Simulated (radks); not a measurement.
All-electron atom: Cs2+ in [Kr] 4d10 5s2 5p4.75 6p0.25 (fractional occupations, a model configuration). Method: scalar-relativistic Kohn-Sham, AM05, spin-polarised, spherical densities, finite nucleus; open shells are filled with parallel spins first (spin-orbit coupling, left out, can overturn this in heavy ions); Fermi nuclear charge, rms radius 4.8041 fm; computed with a radial shooting solver on a logarithmic mesh with Libxc functionals.

Normalised radial functions P(r) = r R(r), r in bohr:

```
   r/bohr * 5s up, o 5d up (the largest magnitude, 0.909, reaches the edge; | marks zero, & curves that meet)
 0.002312                             o *
 0.002691                             o *
 0.003133                             o *
 0.003677                             o *
  0.00428                             o  *
 0.004983                             o  *
 0.005847                             o  *
 0.006807                             o  *
 0.007925                             o   *
   0.0093                             o   *
  0.01083                             o   *
   0.0126                             o   *
  0.01467                             o   *
  0.01722                             o   *
  0.02004                             o  *
  0.02334                             o *
  0.02738                             o*
  0.03188                             &
  0.03711                            *|o
  0.04355                          *  |o
   0.0507                         *   |o
  0.05903                       *     | o
  0.06872                       *     | o
  0.08064                       *     |  o
  0.09388                        *    |  o
   0.1093                          *  |   o
   0.1282                             *    o
   0.1493                             |   *o
   0.1738                             |    o *
    0.204                             |    o   *
   0.2375                             |   o    *
   0.2764                             | o    *
   0.3218                             o *
   0.3777                         *o  |
   0.4396                   *    o    |
   0.5118               *     o       |
   0.6006               *    o        |
   0.6992                    *o       |
    0.814                       o    *|
   0.9553                           o |         *
    1.112                             | o               *
    1.295                             |      o                 *
    1.507                             |           o              *
    1.769                             |               o        *
    2.059                             |                  o *
    2.397                             |              *   o
    2.813                             |        *        o
    3.275                             |    *          o
    3.812                             | *          o
    4.474                             |*       o
    5.208                             *     o
    6.063                             *   o
    7.058                             * o
    8.283                             *o
    9.643                             &
    11.23                             &
    13.17                             &
    15.34                             &
```

5s up: eigenvalue -44.416 eV, 4 radial nodes at r = 0.0323, 0.128, 0.340, 0.824 bohr, <r> = 1.70 bohr, 90 % of the charge inside 2.44 bohr. 5d up (empty): eigenvalue -13.417 eV, 2 radial nodes at r = 0.324, 1.04 bohr, <r> = 2.87 bohr, 90 % of the charge inside 4.32 bohr.
